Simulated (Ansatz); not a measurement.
Total energies of cyclo-(Me2SnS)3 (C₆H₁₈S₃Sn₃) from Ansatz at PBE-D4/def2-TZVP, gas phase (1 Eh = 27.2114 eV = 2625.5 kJ/mol). The reference geometry is relaxed at PBE-D4/def2-SVP.

```xyz
30

Sn    0.7127    0.3200   -2.1590
C     0.7608    2.4515   -1.7665
C     1.7014   -0.3018   -3.9835
S    -1.6084   -0.4519   -2.3645
Sn   -2.1660   -0.7169    0.0108
C    -1.4435   -2.6276    0.7372
C    -4.3076   -0.4241    0.1534
S    -1.1795    1.1287    1.3094
Sn    1.1116    0.3066    1.6266
C     2.3100    2.0870    1.9343
C     1.1944   -1.1300    3.2511
S     1.8562   -0.9209   -0.3644
H     1.8042    2.7703   -1.5789
H     0.1252    2.6483   -0.8827
H     0.3562    2.9851   -2.6480
H     2.7561    0.0331   -3.9645
H     1.1807    0.1442   -4.8525
H     1.6606   -1.4046   -4.0537
H    -1.5498   -2.6693    1.8382
H    -0.3806   -2.7199    0.4443
H    -2.0366   -3.4369    0.2694
H    -4.8237   -1.1747   -0.4755
H    -4.6249   -0.5348    1.2078
H    -4.5533    0.5922   -0.2062
H     3.3766    1.8010    2.0081
H     2.1642    2.7685    1.0760
H     1.9901    2.5905    2.8667
H     0.4515   -0.8421    4.0192
H     2.2089   -1.1385    3.6939
H     0.9524   -2.1329    2.8533
```

| state | geometry | energy (Eh) |
| --- | --- | --- |
| charge 0 singlet | reference | -2076.46846 |
| charge 1 doublet | reference | -2076.19030 |
| charge -1 doublet | reference | -2076.46907 |
| charge -1 doublet | relaxed at PBE-D4/def2-SVP | -2076.49456 |
| free Sn atom (triplet) | – | -214.24935 |
| free C atom (triplet) | – | -37.79597 |
| free S atom (triplet) | – | -397.93833 |
| free H atom (doublet) | – | -0.49962 |

In the def2 sets Sn takes a core potential; there is no spin–orbit coupling. Single mean-field runs in def2-TZVP are fitted with def2-universal-jkfit.

Problem. Work out the vertical ionisation energy to the doublet.

Solution. E(charge 1 doublet) − E(charge 0 singlet) = -2076.19030 − (-2076.46846) = 0.27816 Eh = 7.57 eV. For comparison, −ε of the highest occupied level is 5.51 eV at this level, 2.06 eV less.

Problem. Work out the vertical electron affinity, to the doublet.

Solution. E(charge 0 singlet) − E(charge -1 doublet) = -2076.46846 − (-2076.46907) = 0.00061 Eh = 0.02 eV; so near zero that its sign isn't settled. The basis lacks diffuse functions, which makes affinities too small.

Problem. Give the fundamental gap IE − EA, the Mulliken electronegativity (IE + EA)/2 and the hardness (IE − EA)/2.

Solution. From the values in Eh: IE − EA = 0.27816 − 0.00061 = 0.27755 Eh = 7.55 eV; (IE + EA)/2 = 3.79 eV; (IE − EA)/2 = 3.78 eV. The HOMO–LUMO gap of the same run is 3.86 eV, 3.69 eV smaller than the fundamental gap.

Problem. How much does the charge -1 doublet relax, and what is the adiabatic electron affinity?

Solution. Relaxation: -2076.46907 − (-2076.49456) = 0.02549 Eh = 0.69 eV. Adiabatic electron affinity: 0.02610 Eh = 0.71 eV, without zero-point energy. 

Problem. What is the binding energy per atom against free atoms?

Solution. Atoms: 3 × (-214.24935) + 6 × (-37.79597) + 3 × (-397.93833) + 18 × (-0.49962) = -2072.33202 Eh. Binding: -2072.33202 − (-2076.46846) = 4.13644 Eh = 112.56 eV, or 3.75 eV for each of 30 atoms (no zero-point energy, no counterpoise term).

At PBE-D4/def2-TZVP the gap within one spin of the charge 1 doublet nearly closes, so an electron or hole may be smeared out by delocalisation error. At PBE-D4/def2-TZVP the gap within one spin of the charge -1 doublet nearly closes, so an electron or hole may be smeared out by delocalisation error. At PBE-D4/def2-TZVP the highest occupied level of the charge -1 doublet lies above zero (up to 1.66 eV). Energy differences put its binding near zero (0.02 eV; vertical, to the charge 0 singlet, at PBE-D4/def2-TZVP), which leaves it undecided. At PBE-D4/def2-TZVP the highest occupied level of the relaxed charge -1 doublet lies above zero (up to 0.02 eV). By energy differences its removal costs 0.71 eV (each at its own geometry, to the charge 0 singlet, at PBE-D4/def2-TZVP); self-interaction error and the lack of diffuse functions both raise the level.
